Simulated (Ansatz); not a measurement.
```yaml
crystal:
  periodic: [false, false, false]
  atoms:
    - {symbol: O, position_ang: [1.445184, 2.987595, 0.261593]}
    - {symbol: Mo, position_ang: [0.056696, 2.036674, 0.088702]}
    - {symbol: O, position_ang: [-1.266951, 3.086798, 0.003780]}
    - {symbol: O, position_ang: [-0.124466, 0.798049, 1.517492]}
    - {symbol: Mo, position_ang: [-0.195401, -1.090155, 1.712424]}
    - {symbol: O, position_ang: [1.076405, -1.664179, 2.669030]}
    - {symbol: O, position_ang: [-1.639106, -1.588112, 2.440224]}
    - {symbol: O, position_ang: [-0.060737, -1.716210, -0.075956]}
    - {symbol: Mo, position_ang: [0.134392, -0.946353, -1.801517]}
    - {symbol: O, position_ang: [-1.149892, -1.366501, -2.819390]}
    - {symbol: O, position_ang: [1.561723, -1.456616, -2.552768]}
    - {symbol: O, position_ang: [0.162143, 0.919010, -1.443614]}
basis:
  gaussian: {orbitals: def2-mTZVP}
hamiltonian: {xc: {name: HSE06}, dispersion: d3bj}
scf: {lower_state_search: off}
output: {forces: true}
```

```sh
$ ansatz run in.yaml --threads 2 --pin off --events-out ev --progress --plain --max-ram 32768MiB --backend cuda --devices 0, --max-vram 18GiB
```

Output, abridged:

```
Functional definition: HSE06
2502 factors; their error is unknown
208 factors; integrals over basis functions are off by at most 4.0e-7 eV
mean field evaluation 1: about -23929.3929 eV, gradient 1.9e2 eV
mean field evaluation 2: about -22983.4694 eV, gradient 6.7e2 eV
mean field evaluation 4: about -23967.7544 eV, gradient 1.1e2 eV
mean field evaluation 8: about -23988.1821 eV, gradient 9.8e-1 eV
mean field evaluation 16: about -23988.4276 eV, gradient 1.1e-2 eV
mean field -23988.42758887 eV, -881.5584539508 hartree, gradient 2.4e-6 eV, S^2 0.000000; 0 other end points of the search recorded, 0 dependent functions left out
reference -23988.42770613 eV, -881.5584582599 hartree; 57, 57 occupied and 258, 258 virtual orbitals, 2502 factors
Total energy: -23988.93289683 eV, -881.5770236758 hartree
Atom 0 at     1.445184     2.987595     0.261593 Å, force    -0.487090    -0.318691    -0.060097 eV/Å
Atom 1 at     0.056696     2.036674     0.088702 Å, force     0.011382     0.291888     0.013441 eV/Å
Atom 2 at    -1.266951     3.086798     0.003780 Å, force     0.464554    -0.353741     0.030518 eV/Å
Atom 3 at    -0.124466     0.798049     1.517492 Å, force    -0.002688     0.021604     0.040537 eV/Å
Atom 4 at    -0.195401    -1.090155     1.712424 Å, force    -0.019330    -0.156380     0.245697 eV/Å
Atom 5 at     1.076405    -1.664179     2.669030 Å, force    -0.448656     0.193139    -0.322585 eV/Å
Atom 6 at    -1.639106    -1.588112     2.440224 Å, force     0.504188     0.166927    -0.243217 eV/Å
Atom 7 at    -0.060737    -1.716210    -0.075956 Å, force    -0.000964    -0.046127    -0.001832 eV/Å
Atom 8 at     0.134392    -0.946353    -1.801517 Å, force     0.023434    -0.135245    -0.257137 eV/Å
Atom 9 at    -1.149892    -1.366501    -2.819390 Å, force     0.451024     0.140388     0.343882 eV/Å
Atom 10 at     1.561723    -1.456616    -2.552768 Å, force    -0.500008     0.172032     0.249899 eV/Å
Atom 11 at     0.162143     0.919010    -1.443614 Å, force     0.004153     0.024206    -0.039105 eV/Å
Dipole moment:    -0.005067     0.000174    -0.000499 e Å
Checks for a lower state left out: stability, starts, cluster_reference, orbital_swaps, neighbouring_geometries, increment
```

Hardware: 2 threads of AMD EPYC 7R13 on a shared host and a share (18 GiB) of an NVIDIA H100 80GB HBM3. Wall time 6.5 s, peak host memory 1.1 GiB.

In the def2 sets Mo takes a core potential; there is no spin–orbit coupling. HSE06 is defined as in plane-wave codes, on full-range PBE exchange.
